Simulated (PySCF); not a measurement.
Sb(2+): ionisation energy

Sb(2+) [Kr] 4d10 5s2 5p1 (2P) → Sb(3+) [Kr] 4d10 5s2 (1S), as a difference of total energies. All numbers are calculated (PySCF 2.14, scalar relativity through the core potential, in def2-TZVPPD with the def2 core potential (28 electrons)). Correlated levels: valence: 4s2 4p6 4d10 frozen; valence and next inner shell: nothing frozen outside the core potential. The calculations carry no spin-orbit coupling.

| method | ionisation energy (eV) |
| --- | --- |
| UHF | 24.143 |
| LDA | 24.932 |
| PBE | 24.712 |
| PBE0 | 24.746 |
| r2SCAN | 24.877 |
| BP86 | 24.872 |
| TPSSh | 24.690 |
| r2SCANh | 24.882 |
| PBEsol | 24.744 |
| MP2 (valence) | 24.357 |
| SCS-MP2 (valence) | 24.347 |
| MP2 (valence and next inner shell) | 24.540 |
| SCS-MP2 (valence and next inner shell) | 24.474 |

Question: How much does correlation contribute at MP2 (valence and next inner shell)?

Answer: 24.540 − (24.143) = 0.397 eV, measured against UHF.

The reference lies between the lowest fine-structure levels, while these numbers refer to the centres of the terms.

Errors of the correlated levels include the incompleteness of this basis and the frozen core.

For comparison: 25.323 eV (measured; NIST Atomic Spectra Database, ionization energies).
